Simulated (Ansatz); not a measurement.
Ansatz (an electronic-structure program) input (CCSD(T)/aug-cc-pVDZ):

Ansatz 0.2 input:
```yaml
crystal:
  periodic: [false, false, false]
  atoms:
    - {symbol: C, position_ang: [-1.10482799, 0.00685239, -0.02645507]}
    - {symbol: N, position_ang: [0.31271397, -0.00193952, 0.00748792]}
    - {symbol: C, position_ang: [1.47683890, -0.00915969, 0.03536285]}
    - {symbol: H, position_ang: [-1.46003960, -0.68901516, -0.78610308]}
    - {symbol: H, position_ang: [-1.49901660, -0.29209176, 0.94448251]}
    - {symbol: H, position_ang: [-1.46200701, 1.00852736, -0.26424163]}
basis:
  gaussian:
    orbitals: aug-cc-pVDZ
magnetization: {spin_polarized: false}
correlation: {method: ccsd_t, electrons: outside_noble_gas}
output: {forces: true}
```

End of the output:

```
integrals: 0.12 GiB planned
959 factors; integrals over basis functions are off by at most 1.2e-3 eV
mean field: 0.21 GiB planned
mean field evaluation 1: about -3587.7338 eV, gradient 2.5e1 eV
mean field evaluation 2: about -3587.7355 eV, gradient 2.5e1 eV
mean field evaluation 4: about -3589.4349 eV, gradient 4.9e0 eV
mean field evaluation 8: about -3589.4967 eV, gradient 1.2e-4 eV
mean field evaluation 16: about -3589.4951 eV, gradient 1.7e-1 eV
mean field -3589.49672092 eV, -131.9115714456 hartree, gradient 1.7e-6 eV, S^2 0.000000; 0 other end points of the search recorded, 0 dependent functions left out
3 core orbitals not correlated
reference -3589.49672092 eV, -131.9115714456 hartree; 8, 8 occupied and 85, 85 virtual orbitals, 959 factors
densities: 0.52 GiB planned
second order -11.63172106 eV of doubles, -0.00000000 eV of singles
coupled cluster: 0.36 GiB planned
cycle   1  -11.86413750 eV  change   -2.3e-1 eV  update   9.0e-2
cycle   2  -12.23722879 eV  change   -3.7e-1 eV  update   2.8e-2
cycle   3  -12.33812215 eV  change   -1.0e-1 eV  update   1.4e-2
cycle   4  -12.33361183 eV  change    4.5e-3 eV  update   3.4e-3
cycle   5  -12.33546925 eV  change   -1.9e-3 eV  update   1.3e-3
cycle   6  -12.33531997 eV  change    1.5e-4 eV  update   3.2e-4
cycle   7  -12.33523261 eV  change    8.7e-5 eV  update   9.2e-5
cycle   8  -12.33523170 eV  change    9.1e-7 eV  update   3.5e-5
cycle   9  -12.33521356 eV  change    1.8e-5 eV  update   1.0e-5
cycle  10  -12.33520503 eV  change    8.5e-6 eV  update   3.4e-6
perturbative correction -0.49732897 eV, -0.0182765025 hartree
the calculation of the forces begins
Total energy: -3602.32925492 eV, -132.3831583718 hartree
Atom 0 at    -1.104828     0.006852    -0.026455 Å, force    -0.394714     0.002448    -0.009451 eV/Å
Atom 1 at     0.312714    -0.001940     0.007488 Å, force    -2.142300     0.013287    -0.051297 eV/Å
Atom 2 at     1.476839    -0.009160     0.035363 Å, force     2.918054    -0.018098     0.069873 eV/Å
Atom 3 at    -1.460040    -0.689015    -0.786103 Å, force    -0.121477    -0.282386    -0.307575 eV/Å
Atom 4 at    -1.499017    -0.292092     0.944483 Å, force    -0.137286    -0.121393     0.394356 eV/Å
Atom 5 at    -1.462007     1.008527    -0.264242 Å, force    -0.122275     0.406142    -0.095906 eV/Å
Dipole moment:    -0.818871     0.005079    -0.019608 e Å
```
